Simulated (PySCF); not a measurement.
Sr⁺ (strontium, charge +1) across methods

[Kr] 5s1, 2S determinant. Calculation: PySCF 2.14, in aug-cc-pwCVTZ-X2C (10s9p7d3f, 93 functions); the spin-free X2C one-electron Hamiltonian (Gaussian nucleus).

```
 method  E (hartree)  mean ε 4p α (eV)  mean ε 4p β (eV)  mean ε 5s α (eV)  Σ⟨r²⟩ (bohr²)   ⟨S²⟩
wB97M-V     -3178.83           -33.570           -33.456           -10.767          44.04  0.750
 r2SCAN     -3179.05           -29.836           -29.737            -8.762          43.70  0.750
   PBE0     -3178.76           -31.128           -30.989            -9.236          43.67  0.750
    UHF  -3177.17926           -35.852           -35.741           -10.476          45.01  0.750
    PBE     -3178.68           -29.161           -29.013            -8.680          43.51  0.750
wB97X-V     -3178.83           -33.687           -33.599           -10.721          43.90  0.750
    LDA     -3174.90           -29.259           -29.135            -8.876          43.10  0.750
LC-wPBE     -3178.72           -34.096           -33.990           -10.941          43.76  0.750
```
